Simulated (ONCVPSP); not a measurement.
Er (Z = 68): variants of one ONCV potential

Base potential:

erbium (Er), optimised norm-conserving Vanderbilt (ONCV), made with ONCVPSP 4.0.1 (Wu-Cohen, scalar-relativistic). Core [Kr] 4d10 5s2, reference 4f12 5p6 6s1.75 6p0.25. Waves: 6s: rc 2.55 bohr, ncon 3, nbas 7, qcut 3.2 1/bohr, 2 projectors, debl 0.4 Ha; 5p+6p: rc 2.15 bohr, ncon 4, nbas 8, qcut 5.6 1/bohr, 2 projectors; d scattering state at 0.15 Ha: rc 2.10 bohr, ncon 3, nbas 7, qcut 4.6 1/bohr, 2 projectors, debl 0.7 Ha; 4f: rc 0.70 bohr, ncon 4, nbas 9, qcut 24.6 1/bohr, local. Local part: the f channel. Core correction: none.

In the d channel the program set the typed energies aside and used 0.050, 0.750 Ha.

All-electron outer shells of the reference configuration (Wu-Cohen, scalar-relativistic, ld1.x):

```tsv
shell	level (eV)	outermost node (bohr)	outermost maximum (bohr)
5s	-52.30	0.60	1.11
5p	-26.82	0.65	1.28
6s	-4.08	1.52	3.34
4f	-3.56	–	0.51
6p	-1.29	1.86	4.62
```

Cutoffs, loose and tight: the cutoffs (Ha) at which the residual kinetic energy of the hardest occupied pseudo-wave falls to 1 and 0.1 mHa per electron. They do not see the model core or the augmentation charge, which bear on the density cutoff. Test errors are all-electron minus pseudo excitation energies from the reference, over the configurations 4f12 5p6 6s2 6p0; 4f12 5p6 6s1 6p0; 4f12 5p6 6s0 6p0; 4f12 5p6 5d0.5 6s1.5 6p0. A dash means not determined; rows that change the core or the reference have their own tests.

A true bound ghost makes a file unfit for plane-wave use even where its test errors are small: the radial tests pick states by their node count and pass the ghost by.

```tsv
change	outcome	cutoff, loose	cutoff, tight	bound ghosts	GHOST(+) flags above zero	largest test error (meV)
base	generated, projector energies reset by the program	248 Ha	595 Ha	s, p, d	p	tests left out (the all-electron energies of this program are off by 10 to 40 meV for near-neutral 4f atoms)
p: rc 1.94	generated, projector energies reset by the program	248 Ha	595 Ha	s, p, d	none	tests left out (the all-electron energies of this program are off by 10 to 40 meV for near-neutral 4f atoms)
```

(1) What comes out with this change to the base: s: rc 2.72?

(2) What comes out with this change to the base: functional PBE?

(3) What comes out with this change to the base: f: nbas 8?

Results:

(1) outcome: failed: ERROR pspot: first pseudo wave function has node, program will stop. Cause: the optimised pseudo-wave of the first projector has a node, so the radial equation cannot be inverted for a potential.

(2) outcome: generated, projector energies reset by the program; cutoff, loose: 248 Ha; cutoff, tight: 651 Ha; bound ghosts: s, p, d; GHOST(+) flags above zero: p; largest test error (meV): tests left out (the all-electron energies of this program are off by 10 to 40 meV for near-neutral 4f atoms).

(3) outcome: generated, projector energies reset by the program; cutoff, loose: 249 Ha; cutoff, tight: 300 Ha; bound ghosts: s, p, d; GHOST(+) flags above zero: p; largest test error (meV): tests left out (the all-electron energies of this program are off by 10 to 40 meV for near-neutral 4f atoms).
